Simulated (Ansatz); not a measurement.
Ansatz (a first-principles code) input (PBE0/def2-TZVPD):

Ansatz 0.2 input:
```yaml
crystal:
  periodic: [false, false, false]
  atoms:
    - {symbol: Si, position_ang: [-0.00000000, -0.00000000, -1.14275119]}
    - {symbol: Cl, position_ang: [0.00000000, 0.00000000, 0.94108922]}
basis:
  gaussian:
    orbitals: def2-TZVPD
hamiltonian:
  xc: {name: PBE0}
total_charge: -1
```

End of the output:

```
integrals: 0.02 GiB planned
604 factors; their error is unknown
mean field: 0.22 GiB planned
mean field evaluation 1: about -20389.3132 eV, gradient 3.2e1 eV
mean field evaluation 2: about -20387.7119 eV, gradient 4.2e1 eV
mean field evaluation 4: about -20392.5449 eV, gradient 9.8e-1 eV
mean field evaluation 8: about -20392.5834 eV, gradient 7.0e-3 eV
mean field evaluation 16: about -20392.4496 eV, gradient 6.2e0 eV
mean field -20392.58342370 eV, -749.4136182314 hartree, gradient 1.5e-5 eV, S^2 0.000000; 1 other end points of the search recorded, 0 dependent functions left out
reference -20392.58344747 eV, -749.4136191051 hartree; 16, 16 occupied and 73, 73 virtual orbitals, 604 factors
Total energy: -20392.58344747 eV, -749.4136191051 hartree
```

This state (charge -1, singlet) is run at the relaxed geometry of the species with charge 0 and multiplicity 2.
